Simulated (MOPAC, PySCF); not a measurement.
H3FSn, SMILES `[F][SnH3]`, neutral singlet in the gas phase. 

Z-matrix (Å, degrees):
```
Sn
F 1 1.9258
H 1 1.7006 2 104.73
H 1 1.7006 3 113.77 2 -113.77
H 1 1.7006 3 113.77 4 -132.47
```
Charge 0, multiplicity 1.

All levels are single points at this geometry (PBE0-D3(BJ)/def2-TZVP); Pople sets use spherical d functions. Orbital energies aren't observables, and empty levels follow the basis.

PBE-D3(BJ)/def2-TZVP in PySCF gives HOMO (eV) = -7.88.

**Question.** Estimate the HOMO (eV) from each of these levels: ωB97X-D3(BJ)/def2-TZVP in PySCF; B3LYP/6-31G* (LANL2DZ on Sn) in PySCF; HF/6-31G* (LANL2DZ on Sn) in PySCF; AM1 in MOPAC; PM7 in MOPAC.

**Answer.** 
```csv
level,HOMO (eV)
ωB97X-D3(BJ)/def2-TZVP in PySCF,-11.87
B3LYP/6-31G* (LANL2DZ on Sn) in PySCF,-8.88
HF/6-31G* (LANL2DZ on Sn) in PySCF,-12.81
AM1 in MOPAC,-10.17
PM7 in MOPAC,-11.95
```
